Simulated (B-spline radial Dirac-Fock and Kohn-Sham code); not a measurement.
# Kohn-Sham estimates against Dirac-Fock for the levels of Ti

System: the Ti atom, configuration [Ar] 3d1 4s2 4p1 (an excited configuration).

The density-functional columns are spherical, spin-unpolarised Dirac-Kohn-Sham results without Breit or QED terms: −ε is minus the orbital energy of the initial state and ΔSCF the difference of two total energies. The reference in the last column comes from Dirac-Fock energy differences between relaxed states, corrected for Breit and QED terms. All numbers are from an atomic code on a B-spline grid, in eV; a selection of levels is shown.

| level | LDA −ε | LDA ΔSCF | Dirac-Fock |
| --- | --- | --- | --- |
| 1s | 4861.8 | 4991.2 | 4984.4 |
| 2s | 542.8 | 565.4 | 583.5 |
| 2p1/2 | 455.0 | 481.3 | 481.5 |
| 2p3/2 | 449.3 | 475.3 | 475.9 |
| 3s | 68.60 | 76.25 | 82.28 |
| 3p1/2 | 45.34 | 52.66 | 52.15 |
| 3p3/2 | 44.65 | 51.93 | 51.48 |
| 3d | 9.57 | 15.84 | 14.68 |
| 4s | 6.34 | 9.46 | 7.98 |
| 4p | 2.63 | 5.16 | 4.75 |

Values without a named source are computed, but for edge energies of neutral atoms, which are taken from tables.
